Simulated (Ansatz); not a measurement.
Ideal-gas functions of `[NH2][Zn][O][SiH3]` at 600 K and 1 bar, from an Ansatz frequency run at PBE0-D4/def2-TZVP.

Molar mass 128.52 g/mol, point group C1 (symmetry number 1), electronic degeneracy 1, moments of inertia 12.999, 358.705, 363.193 u Å². Harmonic wavenumbers (cm⁻¹, unscaled): 21, 57, 66, 159, 171, 456, 485, 698, 726, 734, 794, 955, 959, 996, 1057, 1565, 2180, 2189, 2215, 3556, 3647.

Use S(trans) = R[1.5 ln M + 2.5 ln T − 1.1517]; rotational temperatures θ = 24.2544 K / I; S(rot) = R[ln(√π/σ · √(T³/θAθBθC)) + 1.5]; for each mode x = 1.438777 ν̃/T, S = R[x/(eˣ − 1) − ln(1 − e⁻ˣ)] and H = RT x/(eˣ − 1); 1 cm⁻¹ = 0.0119627 kJ/mol; R = 8.31446 J/(mol·K).

By hand: the entropy, in J/(mol·K).

Translation 184.0. Rotation: θ = 1.8659, 0.0676, 0.0668 K, giving 116.9. Vibration, mode by mode: 33.16, 24.87, 23.65, 16.38, 15.78, 7.97, 7.51, 4.94, 4.68, 4.61, 4.11, 3.03, 3.01, 2.81, 2.50, 0.95, 0.28, 0.27, 0.26, 0.02, 0.01, in all 160.8. Electronic 0.0. Sum 461.7 J/(mol·K).

By hand: H − E and G − E in kJ/mol, counted from the electronic energy.

Zero-point energy ½ × 23686 × 0.0119627 = 141.7; thermal vibration 40.6; translation, rotation and pV give 4 RT = 20.0. H − E = 202.3 kJ/mol, and G − E = 202.3 − 600 × 461.7/1000 = -74.7 kJ/mol.

Vibration gives 35 % of the entropy, 81.7 J/(mol·K) of it from the modes under 150 cm⁻¹: soft modes count most, and the harmonic formula is weakest for them. The sum counts one conformer and one mirror image; others add a mixing term.
